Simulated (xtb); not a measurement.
Co, charge +2, quartet (GFN-xTB shapes and energies of metal compounds can be far from the true ones) (a state made from the parent by changing its charge; the spin is typed, not shown lowest); GFN0-xTB in xtb.

Input for xtb:
```
$ xtb mol.xyz --gfn 0 --chrg 2 --uhf 3 --json

# file mol.xyz
1

Co     0.00000000     0.00000000     0.00000000
```

It wrote (shortened):

```
   ID    Z sym.   atoms
    1   27 Co     1

           -------------------------------------------------
          |                Calculation Setup                |
           -------------------------------------------------

           -------------------------------------------------
          |                 G F N 0 - x T B                 |
           -------------------------------------------------

          ...................................................
          :                      SETUP                      :
          :.................................................:
          :  # basis functions                  10          :
          :  # atomic orbitals                   9          :
          :  # shells                            3          :
          :  # electrons                         7          :
          :  electronic temp.          300.0000000     K    :
          :  accuracy                    1.0000000          :
          :  -> integral cutoff          0.2500000E+02      :
          :  -> integral neglect         0.1000000E-07      :
          ...................................................

         :::::::::::::::::::::::::::::::::::::::::::::::::::::
         ::                     SUMMARY                     ::
         :::::::::::::::::::::::::::::::::::::::::::::::::::::
         :: total energy              -0.099257405082 Eh    ::
         :: gradient norm              0.000000000000 Eh/a0 ::
         :: HOMO-LUMO gap              8.600690700000 eV    ::
         ::.................................................::
         :: H0 energy                 -2.739164352149 Eh    ::
         :: repulsion energy           0.000000000000 Eh    ::
         :: electrostat energy         2.639906947066 Eh    ::
         :: -> Gsolv                   0.000000000000 Eh    ::
         ::    -> Gsasa                0.000000000000 Eh    ::
         ::    -> Gshift               0.000000000000 Eh    ::
         :: dispersion energy          0.000000000000 Eh    ::
         :: short-range corr.          0.000000000000 Eh    ::
         :: add. restraining           0.000000000000 Eh    ::
         :: total charge               2.000000000000 e     ::
         :::::::::::::::::::::::::::::::::::::::::::::::::::::

           -------------------------------------------------
          |                Property Printout                |
           -------------------------------------------------

    * Orbital Energies and Occupations

         #    Occupation            Energy/Eh            Energy/eV
      -------------------------------------------------------------
         1        1.4000           -0.3908525             -10.6356
         2        1.4000           -0.3908525             -10.6356
         3        1.4000           -0.3908525             -10.6356
         4        1.4000           -0.3908525             -10.6356
         5        1.4000           -0.3908525             -10.6356 (HOMO)
         6                         -0.0747829              -2.0349 (LUMO)
         7                         -0.0747829              -2.0349
         8                         -0.0747829              -2.0349
         9                         -0.0579392              -1.5766
      -------------------------------------------------------------
                  HL-Gap            0.3160696 Eh            8.6007 eV
             Fermi-level            0.0000000 Eh            0.0000 eV

     #   Z          covCN         q      C6AA      α(0)
     1  27 Co       0.000     2.000   440.202    54.625

 Mol. C6AA /au·bohr⁶  :        440.201693
 Mol. C8AA /au·bohr⁸  :      38705.136079
 Mol. α(0) /au        :         54.624553

Wiberg/Mayer (AO) data.
largest (>0.10) Wiberg bond orders for each atom

 ---------------------------------------------------------------------------
     #   Z sym  total        # sym  WBO       # sym  WBO       # sym  WBO
 ---------------------------------------------------------------------------
     1  27 Co   0.000
 ---------------------------------------------------------------------------

 dipole moment from electron density (au)
     X       Y       Z
   0.0000   0.0000   0.0000  total (Debye):    0.000

           -------------------------------------------------
          | TOTAL ENERGY               -0.099257405082 Eh   |
          | GRADIENT NORM               0.000000000000 Eh/α |
          | HOMO-LUMO GAP               8.600690700000 eV   |
           -------------------------------------------------

normal termination of xtb
```
